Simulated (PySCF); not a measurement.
Species: C4H6N3O (charge -1).
Structure used (GFN2-xTB), in Å, numbered top down from 1:
```
atom  x, y, z in Å
C1     2.3653   -0.5488   -0.0412
O2     0.9970   -0.8126   -0.1192
C3     0.2197    0.3258    0.0760
N4     0.7069    1.5443    0.3261
N5    -0.3438    2.3481    0.4417
N6    -1.4722    1.6952    0.2759
C7    -1.1708    0.4036    0.0396
C8    -2.1804   -0.6687   -0.1950
H9     2.6694    0.1961   -0.7871
H10    2.8828   -1.4945   -0.2269
H11    2.6390   -0.1607    0.9480
H12   -3.1224   -0.2248   -0.5164
H13   -1.8251   -1.3602   -0.9618
H14   -2.3658   -1.2433    0.7183
```

Computed at PBE0/pcSseg-1 (PySCF, non-relativistic), with Q(17O) = −0.0256 b, Q(14N) = 0.02044 b: O2, 17O (I = 5/2): χzz = -11.68 MHz, η = 0.933; N4, 14N (I = 1): χzz = -4.185 MHz, η = 0.465; N5, 14N (I = 1): χzz = -4.429 MHz, η = 0.744; N6, 14N (I = 1): χzz = -4.532 MHz, η = 0.237.

Q: Find the zero-field quadrupole resonance frequencies of 17O at O2.

A: From the eigenvalues of H = χ/[4I(2I − 1)] × [3Iz² − I(I + 1) + η(Ix² − Iy²)], steps between neighbouring levels, labelled as for η = 0: ±1/2↔±3/2 2.956 MHz, ±3/2↔±5/2 3.124 MHz (aryl ether oxygen).

Q: Find the zero-field quadrupole resonance frequencies of 14N at N4.

A: From ν± = (3/4)|χ|(1 ± η/3) and ν0 = |χ|η/2: ν+ 3.625 MHz, ν− 2.652 MHz, ν0 0.973 MHz (ring nitrogen).

Q: Find the zero-field quadrupole resonance frequencies of 14N at N5.

A: From ν± = (3/4)|χ|(1 ± η/3) and ν0 = |χ|η/2: ν+ 4.146 MHz, ν− 2.498 MHz, ν0 1.648 MHz (ring nitrogen).

Q: Find the zero-field quadrupole resonance frequencies of 14N at N6.

A: From ν± = (3/4)|χ|(1 ± η/3) and ν0 = |χ|η/2: ν+ 3.668 MHz, ν− 3.131 MHz, ν0 0.537 MHz (two-coordinate ring nitrogen).

In a crystal, neighbours and librations shift these lines. Isolated species at its GFN2-xTB geometry (one conformer only). The pcSseg-1 basis has no diffuse functions, a weakness for an anion. GFN2-xTB bond lengths can be off by several hundredths of an ångström, more for odd bonds, and the gradients follow them. A larger basis could move these couplings by a tenth or more.
